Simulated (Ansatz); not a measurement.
A run for Ansatz (an electronic-structure program): R-B97M-V/def2-TZVPP on C4H4 (SMILES C12C3C1C23).

Ansatz 0.2 input:
```yaml
crystal:
  periodic: [false, false, false]
  atoms:
    - {symbol: C, position_ang: [0.81087387, 0.26011413, -0.29903609]}
    - {symbol: C, position_ang: [0.10305618, -0.61631921, 0.65126837]}
    - {symbol: C, position_ang: [-0.47124756, -0.35820185, -0.68134606]}
    - {symbol: C, position_ang: [-0.44268312, 0.71435533, 0.32911207]}
    - {symbol: H, position_ang: [1.77095808, 0.56799749, -0.65298024]}
    - {symbol: H, position_ang: [0.22521175, -1.34597427, 1.42231416]}
    - {symbol: H, position_ang: [-1.02927488, -0.78217132, -1.48799637]}
    - {symbol: H, position_ang: [-0.96689433, 1.56009970, 0.71866416]}
basis:
  gaussian:
    orbitals: def2-TZVPP
hamiltonian:
  xc: {name: B97M-V}
scf: {lower_state_search: off}
```

Program output:

```
WARN ansatz: RAYON_NUM_THREADS=4 ignored (pool sized by the plan → 4); use --threads N
Functional definition: B97M-V
these checks for a lower state are left out or cut short: stability, starts, cluster_reference, orbital_swaps, neighbouring_geometries, increment
integrals: 0.08 GiB planned
956 factors; their error is unknown
mean field: 0.80 GiB planned
mean field evaluation 1: about -4200.6176 eV, gradient 6.2e1 eV
mean field evaluation 2: about -4185.9706 eV, gradient 1.0e2 eV
mean field evaluation 4: about -4210.0217 eV, gradient 5.1e-1 eV
mean field evaluation 8: about -4209.9833 eV, gradient 2.2e-2 eV
mean field evaluation 16: about -4209.9833 eV, gradient 9.2e-5 eV
mean field -4209.98329020 eV, -154.7140322857 hartree, gradient 4.8e-6 eV, S^2 0.000000; 0 other end points of the search recorded, 0 dependent functions left out
reference -4209.98334052 eV, -154.7140341348 hartree; 14, 14 occupied and 166, 166 virtual orbitals, 956 factors
Total energy: -4209.98334052 eV, -154.7140341348 hartree
Checks for a lower state left out: stability, starts, cluster_reference, orbital_swaps, neighbouring_geometries, increment
```

The calculation finished and met its thresholds.

Cost: roughly 6 core-seconds.
